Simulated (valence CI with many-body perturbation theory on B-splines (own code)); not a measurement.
Values are calculated unless marked as measured or tabulated.
## Basis-set convergence for Ni13+

Level of theory: valence CI with perturbative core correlation (CI+MBPT): five valence electrons over a frozen Dirac-Fock core [Ne], radial functions for each j: 9 s, 9 p, 8 d, 6 f, 3 g, 1 h, with the one-electron correlation potential Σ1, the two-electron term Σ2, the three-electron term Σ3, Breit, model QED; selected CI, second order for the rest, scaled by the run's own slope (own B-spline code, finite nucleus).

No measured levels were compared; by estimate levels of excited configurations hold to 0.05 to 0.15 % of their energy, terms of the ground configuration to about 0.5 %. Among the levels kept, up to 1600 cm⁻¹ of a level comes from second order outside the variational space, and about a tenth of that is noise between levels of different J, which matters for small intervals.

The reference run has the lowest level 3s²3p³ ⁴S°_3/2 and an ionisation energy of 424.893 eV. Its largest variational space holds 20000 state functions.

Names give the largest LS component (configuration and term), which can be under half, so a name can repeat, a term be missing and a line seem to break the LS rules; names also repeat where a configuration has a term twice. Letters in brackets count levels of one name in rising energy.

Changed runs:
A. basis 6 s, 6 p, 5 d, 3 f, 1 g
B. basis 5 s, 5 p, 4 d, 2 f

Excitation energies of the reference run in cm⁻¹, and shifts in cm⁻¹:

```tsv
Level	Reference	A	B
3s²3p³ ²D°_3/2	46026	+202	+751
3s²3p³ ²D°_5/2	53830	+201	+751
3s²3p³ ²P°_1/2	85484	+247	+878
3s²3p³ ²P°_3/2	96997	+230	+830
3s3p⁴ ⁴P_5/2	316329	+11	+112
3s3p⁴ ⁴P_3/2	330820	+3.5	+92
3s3p⁴ ⁴P_1/2	336736	+2.6	+99
3s3p⁴ ²D_3/2	392106	+169	+573
3s3p⁴ ²D_5/2	395741	+169	+576
3s²3p²3d ²P_3/2 [a]	447934	+204	+493
3s3p⁴ ²S_1/2 [a]	453160	+258	+749
3s3p⁴ ²S_1/2 [b]	476323	+281	+852
Ionisation energy (eV)	424.893	-0.024	-0.071
```
